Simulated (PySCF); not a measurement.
# Why did this PySCF run fail?

```python
from pyscf import gto, dft, tdscf

mol = gto.M(
    atom='Rb 0 0 0; Br 0 0 3.396',
    basis='ano-rcc-vdzp',
    charge=0,
    spin=0,
    verbose=4,
)
mf = dft.RKS(mol, xc='bhandhlyp')
mf = mf.sfx2c1e()
mf.level_shift = -0.2
mf.kernel()
td = tdscf.TDDFT(mf)
td.nstates = 3
td.kernel()
td.analyze()
mf.dip_moment()
print('orbital energies (hartree):', mf.mo_energy[..., max(0, mol.nelec[1]-3):mol.nelec[0]+3].round(4))
```

```bash
$ OMP_NUM_THREADS=1 python input.py
```

The log, shortened:

```
[earlier lines left out]
[2.44309331 2.44309331 3.26302761]

** Singlet excitation energies and oscillator strengths **
Excited State   1:      2.44309 eV    507.49 nm  f=0.1332
      36 -> 37       -0.61621
      36 -> 38       -0.34011
Excited State   2:      2.44309 eV    507.49 nm  f=0.1332
      35 -> 37       -0.61621
      35 -> 38       -0.34011
Excited State   3:      3.26303 eV    379.97 nm  f=0.0042
      36 -> 37       -0.34064
      36 -> 38        0.61903

** Transition electric dipole moments (AU) **
state          X           Y           Z        Dip. S.      Osc.
  1         0.9398     -1.1588      0.0000      2.2260      0.1332
  2        -1.1588     -0.9398     -0.0000      2.2260      0.1332
  3        -0.1452      0.1790     -0.0000      0.0531      0.0042

** Transition velocity dipole moments (imaginary part, AU) **
state          X           Y           Z        Dip. S.      Osc.
  1         0.0151     -0.0186      0.0000      0.0006      0.0043
  2        -0.0186     -0.0151     -0.0000      0.0006      0.0043
  3        -0.1046      0.1290     -0.0000      0.0276      0.1534

** Transition magnetic dipole moments (imaginary part, AU) **
state          X           Y           Z
  1        -0.0005     -0.0004      0.0000
  2        -0.0004      0.0005     -0.0000
  3         0.1577      0.1279     -0.0000
Dipole moment(X, Y, Z, Debye): -0.00000, -0.00000, -0.18444
orbital energies (hartree): [-0.4008 -0.3758 -0.3758 -0.2016 -0.1955 -0.1757]
```

Problem. Which setting is at fault, why, and what does a mended input give?

Solution. The level shift (hartree) (-0.2): a negative shift narrows the gap and lets the occupation swap. With this edit
```diff
- mf.level_shift = -0.2
```
the run finishes: E(SCF) = -5587.290066 Eh, 8 cycles, μz(SCF) = -14.02 D, first singlet excitations without spin–orbit coupling 2.96, 2.96, 3.40 eV.

Stability towards an unrestricted solution was not tested. The bond length is a typed value, not an optimised one.
